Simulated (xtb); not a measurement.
Be(SH)(GeH3) (BeGeH₄S), SMILES [Be]([SH])[GeH3]. All values are semi-empirical tight-binding results from xtb (GFN2-xTB unless named), good for trends rather than for accurate numbers. Geometry optimised at GFN2-xTB. One conformer was computed; it need not be the lowest.

For metal compounds this method's bond lengths and energies can be far off.

```json
{
  "orbital_gap": "3.80 eV",
  "zero_point_energy": "19.5 kcal/mol",
  "G − E(el) at 298.15 K (modified RRHO)": "0.0 kcal/mol"
}
```
